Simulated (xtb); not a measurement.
C₂H₄F₂Si, SMILES C=C(F)[SiH2]F. All values are semi-empirical tight-binding results from xtb (GFN2-xTB unless named), good for trends rather than for accurate numbers. Geometry optimised at GFN2-xTB. The structure was generated by enumeration, and PubChem lists no compound with its InChIKey, so it may never have been made. One conformer was computed; it need not be the lowest.

Optimised geometry:

Bond lengths (Å): C1–C2 1.323, C1–H6 1.074, C1–H7 1.078, C2–F3 1.362, C2–Si4 1.892, Si4–F5 1.610, Si4–H8 1.454, Si4–H9 1.454. Angles (°): C2–C1–H6 119.9, C2–C1–H7 122.2, H6–C1–H7 117.9, C1–C2–F3 118.1, C1–C2–Si4 127.9, F3–C2–Si4 114.0, C2–Si4–F5 104.6, C2–Si4–H8 111.7, C2–Si4–H9 111.7, F5–Si4–H8 106.2, F5–Si4–H9 106.2, H8–Si4–H9 115.6.

| Item | Value |
|---|---|
| point group as xtb finds it | Cs |
| orbital gap | 4.62 eV |
| dipole moment | 0.53 D |
| zero-point energy | 32.8 kcal/mol |
| G − E(el) at 298.15 K (modified RRHO) | 13.7 kcal/mol |
| static polarisability (D4 model) | 56.4 bohr³ |
| solvation energy, GFN2-xTB/ALPB(water) | -0.6 kcal/mol |
| solvation energy, GFN2-xTB/ALPB(ch2cl2) | -2.4 kcal/mol |

Computed atomic charges and the Wiberg bond orders between heavy atoms:
charges (e) C1 -0.10, C2 0.06, F3 -0.25, Si4 0.54, F5 -0.27, H6 0.06, H7 0.07, H8 -0.05, H9 -0.05. Bond orders C1–C2 1.92, C2–F3 0.96, C2–Si4 0.87, Si4–F5 1.09.
